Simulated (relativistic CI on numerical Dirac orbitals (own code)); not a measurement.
# One change at a time: Sb XI

Base calculation: Dirac-Coulomb-Breit CI, KLI orbitals optimised for each configuration, QED by a radiative potential, unscaled Slater integrals.

Configurations in the expansion (outside the closed core [Ar] 3d10): 4s2 4p6 4d5, 4s2 4p5 4d6, 4s2 4p6 4d4 4f, 4s2 4p6 4d4 5s, 4s 4p6 4d6, 4s2 4p6 4d4 5p, 4s2 4p5 4d5 4f, 4s2 4p6 4d3 4f 5s, 4s2 4p6 4d4 5d, 4s2 4p6 4d3 5s 5p, 4s 4p6 4d5 4f, 4s2 4p6 4d4 6s, 4s2 4p6 4d4 5f, 4s2 4p6 4d4 6p, 4s2 4p5 4d5 5s, 4s2 4p6 4d4 5g, 4s2 4p6 4d4 6f, 4s2 4p6 4d4 7p, 4s2 4p6 4d4 7f, 4s2 4p5 4d5 6s, 4s2 4p6 4d3 5s2, 4s2 4p6 4d2 4f 5s2, 4s2 4p6 4d2 5s2 5p, 4s2 4p5 4d3 4f 5s2, 4p6 4d7, 4p5 4d8, 4p5 4d7 4f. Double excitations out of closed p, d and f shells are left out; levels of such configurations are missing from the list, as are those of other unlisted configurations, and high levels can miss mixing partners. These lack a partner that the ground configuration has and come out too high: 4s2 4p5 4d5 5s, 4s2 4p5 4d5 6s.

Variants: (1) Breit term removed; (2) configuration mixing switched off. Shifts of the energy above 4s2 4p6 4d5 6S_5/2, in cm⁻¹, for the lowest level and the first level of each name with at least 55 % of one term (blank where a level changes its place among those of its configuration and J or its character, or is not in the variant):

| Level | Base | Δ(1) | Δ(2) |
| --- | --- | --- | --- |
| 4s2 4p6 4d5 6S_5/2 | 0 | 0 | 0 |
| 4s2 4p6 4d5 4G_5/2 | 40490 | -256 | +767 |
| 4s2 4p6 4d5 4G_7/2 | 43056 | +17 | +1423 |
| 4s2 4p6 4d5 4G_11/2 | 43542 | +179 | +1595 |
| 4s2 4p6 4d5 4G_9/2 | 44303 | +161 | +1586 |
| 4s2 4p6 4d5 4D_7/2 | 54252 | +108 | +1087 |
| 4s2 4p6 4d5 2I_11/2 | 61021 | +156 | +2579 |
| 4s2 4p6 4d5 2I_13/2 | 64079 | +407 | +2978 |
| 4s2 4p6 4d5 2H_11/2 | 88108 | +610 | -42 |
| 4s2 4p6 4d5 2S_1/2 | 96491 | +177 | +1393 |
| 4s2 4p6 4d5 2D_5/2 | 113163 | +411 | -900 |
| 4s2 4p6 4d5 2P_3/2 | 142440 | +98 | -360 |
| 4s2 4p6 4d5 2P_1/2 | 145406 | +288 | -58 |
| 4s2 4p6 4d4 5s 6D_1/2 | 550507 | -740 | -26234 |
| 4s2 4p6 4d4 5s 6D_3/2 | 553462 | -561 | -26239 |
| 4s2 4p6 4d4 5s 6D_5/2 | 557023 | -385 | -26241 |
| 4s2 4p6 4d4 5s 6D_7/2 | 560676 | -235 | -26240 |
| 4s2 4p6 4d4 5s 6D_9/2 | 564265 | -106 | -26238 |
| 4s2 4p6 4d4 5s 4D_1/2 | 569568 | -706 | -25723 |
| 4s2 4p6 4d4 5s 4D_3/2 | 573923 | -464 | -25692 |
| 4s2 4p6 4d4 5s 4D_5/2 | 578293 | -290 | -25690 |
| 4s2 4p6 4d4 5s 4D_7/2 | 581946 | -238 | -25745 |

At this charge energies of transitions that change n are usually good to better than 1 %, and those within a shell (Δn = 0) to a few per cent. Terms inside the open d or f shell come out 10 to 20 % too wide with unscaled integrals. Levels and lines within the n = 5 or 6 shells can be off by up to 10 % or somewhat more, and those that change n by about 2 %, since core polarisation is missing.

Ionisation energy from the two ground configurations alone: base 214.107 eV; Breit term removed 214.061 eV. The NIST ASD value (theoretical) is 214 eV.

LS names give the leading component of a level, which can be under half, so a name can repeat, a term be missing and a line seem to break the LS rules.
